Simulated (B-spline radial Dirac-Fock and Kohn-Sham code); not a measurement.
# Scattering functions of Pb²⁹⁺

System: lead as Pb²⁹⁺ in the configuration 1s2 2s2 2p6 3s2 3p6 3d10 4s2 4p6 4d10 4f7.

Method: configuration-average Dirac-Fock orbitals. Computed with an atomic code on a B-spline grid. f₀ is the Fourier transform of the spherical electron density, S the Waller-Hartree incoherent function, and s = sin θ/λ.

```
s (Å⁻¹)      f₀       S
      0  53.000   0.000
   0.06  52.867   0.099
   0.08  52.764   0.176
    0.1  52.632   0.274
   0.12  52.471   0.393
   0.15  52.176   0.610
   0.19  51.688   0.969
   0.24  50.931   1.521
    0.3  49.821   2.320
   0.37  48.281   3.411
   0.46  45.980   5.005
   0.58  42.516   7.331
   0.73  37.890  10.335
   0.91  32.463  13.802
   1.14  26.477  17.803
   1.42  21.166  22.050
   1.78  17.069  26.720
   2.23  14.185  31.433
   2.79  11.478  35.725
   3.49   8.544  39.418
   4.37   6.164  42.628
   5.47   4.819  45.404
   6.84   3.901  47.710
```

f₀ starts at the number of electrons, 53, and has fallen to half at s ≈ 1.14 Å⁻¹. The sum of ⟨r²⟩ over the electrons is 5.026 bohr².
